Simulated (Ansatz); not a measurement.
Two isomers of C2H7O2Si: A = `CO[SiH]OC`•, B = `CO[Si](C)O`•.

Isolated molecules relaxed with PBE0-D4/def2-TZVP in Ansatz; ΔE leaves out vibrations. CCSD(T)/CBS adds triple-zeta CCSD(T) − MP2 to the extrapolated MP2 energy (def2 sets, frozen cores). Functionals use def2-TZVPP. B3LYP here is the variant with VWN-RPA as its local correlation; programs differ in this. No spin–orbit coupling; open shells (•) take unrestricted orbitals. One conformer a species, not always the lowest.

(1) Which is lower in electronic energy at CCSD(T)/CBS, and by how much? (Best estimate.)

(2) Give E(B) − E(A) in kJ/mol with r2SCAN-D4, B3LYP, B2PLYP, CCSD(T)/def2-TZVPP, PBE0-D4, ωB97M-V, CCSD/def2-TZVPP. (An estimate is asked.)

Largest T1 diagnostic: 0.014.

Answers

(1) The calculation gave: B, by 110.9 kJ/mol.

(2) Computed: r2SCAN-D4 -110.5, B3LYP -100.2, B2PLYP -103.9, CCSD(T)/def2-TZVPP -106.2, PBE0-D4 -108.2, ωB97M-V -106.9, CCSD/def2-TZVPP -104.9. None reverses the order clearly.

In def2-TZVPP, CCSD(T) changes the Hartree–Fock value by −16.0 kJ/mol (the triples alone add −1.3 kJ/mol) and MP2 by −22.0 kJ/mol.
